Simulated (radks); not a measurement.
Values are calculated unless marked as measured or tabulated.
Q: Lu LXVIII, configuration [He] 2s2. Level of theory: scalar-relativistic Kohn-Sham, PBEsol, spin-polarised, spherical densities, finite nucleus; Fermi nuclear charge, rms radius 5.37 fm (a radial shooting solver on a logarithmic mesh with Libxc functionals). Some entries of the table are withheld. Estimate them.

| orbital | occ. | eigenvalue (hartree) | <r^2> (bohr^2) |
|---|---|---|---|
| 1s | 2 | (1) | (2) |
| 2s | 2 | (3) | (4) |
| 2p | 0 | -603.1775 | (5) |
| 3s | 0 | -276.3121 | 0.03774 |

A: 
(1) 1s eigenvalue (hartree): -2615.802
(2) 1s <r^2> (bohr^2): 0.0005079
(3) 2s eigenvalue (hartree): -643.9841
(4) 2s <r^2> (bohr^2): 0.007222
(5) 2p <r^2> (bohr^2): 0.005746
